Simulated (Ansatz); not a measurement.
Molecule: diiodo(methyl)borane, CH3BI2, net charge 0, singlet state. SMILES: CB(I)I
Geometry: optimised at B3LYP-D3(BJ)/def2-TZVP (Ansatz, an electronic-structure program).

Wanted: atomisation energy, in kcal/mol. Set-up: atomisation electronic, to ground-state atoms; spin-orbit terms left out; def2 sets with scalar-relativistic core potentials past Kr; STO-3G and 3-21G all-electron and non-relativistic; no dispersion term unless named; open shells spin-unrestricted. Ab initio and DFT rows: single points at B3LYP-D3(BJ) geometries (Ansatz).

| species | coefficient | E at B3LYP/STO-3G (Ansatz), Eh | E at PBE0/def2-TZVPD (Ansatz), Eh |
|---|---|---|---|
| CB(I)I | -1 | -13769.73673 | -660.20438 |
| B atom | +1 | -24.28154 | -24.61833 |
| C atom | +1 | -37.35240 | -37.80543 |
| H atom | +3 | -0.46753 | -0.50104 |
| I atom | +2 | -6852.80283 | -297.69320 |

 1 Eh = 627.5095 kcal/mol.

Task: Work the quantity out at each level.

Result: 
- B3LYP/STO-3G: the sum of coefficient times E is 1.09454 Eh, or 686.83 kcal/mol. Result: 686.8 kcal/mol.
- PBE0/def2-TZVPD: the sum of coefficient times E is 0.89110 Eh, or 559.17 kcal/mol. Result: 559.2 kcal/mol.
